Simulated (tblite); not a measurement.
Start geometry of `F[C@@]1([SiH3])C[SiH2]CS1` from a force field or distance geometry (Å):
```
atom  x, y, z in Å
F1     0.425   -0.230    1.470
C2     0.717   -0.024    0.128
Si3    2.496   -0.314   -0.256
C4    -0.260   -0.831   -0.690
Si5   -1.856   -0.327    0.172
C6    -1.544    1.499    0.469
S7     0.128    1.654   -0.259
H8     3.326    0.248    0.838
H9     2.940    0.291   -1.506
H10    2.767   -1.756   -0.352
H11   -0.331   -0.469   -1.735
H12   -0.088   -1.925   -0.638
H13   -2.001   -1.066    1.443
H14   -3.027   -0.565   -0.657
H15   -1.421    1.668    1.558
H16   -2.278    2.153    0.003
```

Problem. What comes out of this run: tblite 0.8.0, GFN2-xTB geometry optimisation, gas phase?

Solution. 
```
atom  x, y, z in Å
F1     0.6992   -0.4954    1.5591
C2     0.7458   -0.0773    0.2231
Si3    2.5655   -0.2533   -0.3792
C4    -0.2826   -0.8910   -0.5432
Si5   -1.9979   -0.3254    0.0713
C6    -1.5193    1.4587    0.5603
S7     0.2563    1.6785    0.1770
H8     3.4017    0.5976    0.4568
H9     2.5803    0.1474   -1.7838
H10    2.8945   -1.6687   -0.2157
H11   -0.1576   -0.6888   -1.6068
H12   -0.0875   -1.9510   -0.3829
H13   -2.4278   -1.0775    1.2482
H14   -2.9767   -0.3290   -1.0148
H15   -1.6532    1.6606    1.6215
H16   -2.0484    2.2236   -0.0023
```

The energy falls by 51.3 kJ/mol over 98 L-BFGS steps, the largest force on an atom goes from 2.27 to 0.009 eV/Å, and the atoms move by 0.325 Å rms after alignment. The bond that changes most is C2–Si3 (sp3 C–F carbon to SiH3 silicon), which lengthens by 0.082 Å. Bonds longer at the end by more than 0.005 Å: 6 of 16; shorter: 6. Among the angles that change most is C4–C2–S7, from 99.7° to 108.7°. Among the dihedrals that turn most is F1–C2–C4–H11, from 160° to -172°. Rotational constants go from 2619, 1187, 1017 to 2474, 1109, 945.8 MHz. The orientation of the end geometry is arbitrary; only internal coordinates are fixed.

The run took 1.2 s wall on one thread, Intel Xeon (x86_64), shared host with 64 logical CPUs at a one-minute load of 62.

Its GFN2-xTB frequencies are all real (lowest 56 cm⁻¹). One conformer, not necessarily the lowest.

The numbers are calculated, not measured.
